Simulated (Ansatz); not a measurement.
Basis-set series for `C[O][W]([OH])([F])(=[S])[Cl]`. The species carries charge 0 and has multiplicity 1. W takes the def2 core potential. The geometry is a stationary point of PBE0-D4/def2-TZVP. It is one conformer, not always the lowest.

Z-matrix (Å, degrees):
```
W
Cl 1 2.300
O 1 1.837 2 90.5
C 1 3.035 2 88.1 3 -17.4
F 1 1.880 2 85.4 3 -155.3
O 1 1.905 2 138.0 3 -82.6
S 1 2.111 2 110.0 3 103.8
H 1 2.473 2 132.8 3 -111.2
H 4 1.091 1 131.6 2 112.0
H 4 1.094 1 93.3 2 -127.6
H 4 1.094 1 100.9 2 -16.8
```

```
functional       basis  functions  energy (Eh)  HOMO (eV)  LUMO (eV)
   PBE0-D4    def2-SVP        144  -1215.41928      -8.09      -3.04
   PBE0-D4  def2-TZVPP        320  -1216.09023      -8.09      -2.97
   ωB97M-V    def2-SVP        144  -1215.77380     -10.19      -0.89
   ωB97M-V  def2-TZVPP        320  -1216.45174     -10.22      -0.84
```

Q: Give the rows for def2-QZVPP. (An estimate is asked.)

A: Ansatz gave: 
| functional | basis | functions | energy (Eh) | HOMO (eV) | LUMO (eV) |
| --- | --- | --- | --- | --- | --- |
| PBE0-D4 | def2-QZVPP | 569 | -1216.13237 | -8.11 | -3.00 |
| ωB97M-V | def2-QZVPP | 569 | -1216.49190 | -10.25 | -0.89 |
